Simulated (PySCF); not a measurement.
## Frontier orbitals and the lowest excitations

C3H5BrSi.
Numbering: `[CH3:1][C:2]#[C:3][SiH2:4][Br:5]` (hydrogens: H6, H7, H8 on C1; H9, H10 on Si4)

Structure used (PBE0-D3(BJ)/def2-SVP), in Å, numbered top down from 1:
```xyz
10
C3H5BrSi angstrom
C     -1.5807    0.1790    0.1199
C     -0.1322    0.2086    0.1589
C      1.0864    0.2338    0.1933
Si     2.9001    0.2679    0.2581
Br     3.6344    2.3702    0.1384
H     -1.9403   -0.6610   -0.4945
H     -1.9788    1.1106   -0.3114
H     -1.9991    0.0658    1.1320
H      3.4787   -0.4829   -0.8887
H      3.3861   -0.2976    1.5453
```

Computed with TDDFT CAM-B3LYP/def2-SVPD, vertical, gas phase, core orbitals frozen in the response (PySCF). Relativistic effects, spin–orbit coupling among them, are left out although an element past zinc is present.

Frontier orbitals with the atoms that hold most of them (Löwdin shares over 4%, at most four atoms; ? is withheld):

```tsv
orbital	ε (eV)	atoms
LUMO+2	1.01	C2 24%, Si4 23%, C3 23%, C1 8%
LUMO+1	1.00	Si4 22%, C1 20%, C2 17%, C3 11%
LUMO	0.25	?
HOMO	-9.30	C3 31%, C2 29%, Br5 11%, Si4 9%
HOMO-1	-9.31	C3 33%, C2 30%, Br5 24%, C1 6%
HOMO-2	-9.66	Br5 70%, C3 9%, Si4 9%, C2 8%
HOMO-3	-9.84	Br5 67%, Si4 12%, C3 9%, C2 6%
```

Problem. Which atoms hold the LUMO, and with what shares?

Solution. Br5 (bonded to Si) 26%; Si4 (bonded to Br, C and 2 H) 26%; C3 (bonded to C and Si) 16%; C2 (bonded to 2 C) 14%. By element: carbon 30% or more, bromine 26%, silicon 26%.

Problem. The HOMO–LUMO gap is 9.55 eV. Where does the response calculation put the lowest singlet, and from which orbitals?

Solution. S1 is at 5.61 eV (f = 0.0001), 3.94 eV below the gap, made of HOMO-1/HOMO→LUMO (≥71%). Without the coupling terms of the response equations the lowest excitation would equal the gap.

Next come S2 at 5.94 eV (f 0.018), HOMO-1/HOMO→LUMO (≥51%), HOMO-1/HOMO→LUMO+2 (≥29%); S3 at 6.07 eV (f 0.0003), HOMO-1/HOMO→LUMO+2 (≥76%), HOMO-3→LUMO+2 (9%); S4 at 6.53 eV (f 0.013), HOMO-2→LUMO (82%), HOMO-1/HOMO→LUMO (≥10%); S5 at 6.67 eV (f 0.031), HOMO-3→LUMO (77%), HOMO-1/HOMO→LUMO (≥13%).

Orbitals of the list HOMO-3 to LUMO+2 that lie within 0.01 eV of each other are written together with a slash and their weights summed (≥ marks a lower bound); for degenerate orbitals outside that list single weights are arbitrary.

Löwdin shares depend on the basis, the more so with diffuse functions.

Hardware: one thread, x86-64 server, no GPU, shared host. Cost: 71 s of wall time.
